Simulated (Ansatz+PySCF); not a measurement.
Two shapes of singlet GeH4.

Shape 1:

```xyz
5

Ge    0.0000    0.0000    0.0000
H     0.8875    0.8875    0.8875
H     0.8875   -0.8875   -0.8875
H    -0.8875    0.8875   -0.8875
H    -0.8875   -0.8875    0.8875
```

Shape 2:

```xyz
5

Ge   -0.0356    0.0261    0.0235
H     0.8951    0.9195    0.9251
H     0.9254   -0.8554   -0.8820
H    -0.8425    0.9050   -0.8745
H    -0.9051   -0.8424    0.8751
```

Basis set: def2-SVP (spherical functions). Left uncorrelated: 9 orbitals. Charge 0, multiplicity 1.

Computed with Ansatz (development build ahead of 0.2.0); each method stands on the lowest determinant of its kind that the runs found.

(1) Which shape is lower in energy, and by how much in each method?

Answers

(1)

| method | E(2) − E(1) (eV) |
| --- | --- |
| RHF-MP2 | 0.070 |
| UHF-MP2 | 0.070 |
| RHF-CCSD | 0.069 |
| PBE (restricted) | 0.067 |
| r²SCAN (restricted) | 0.068 |

Shape 1 is lower.
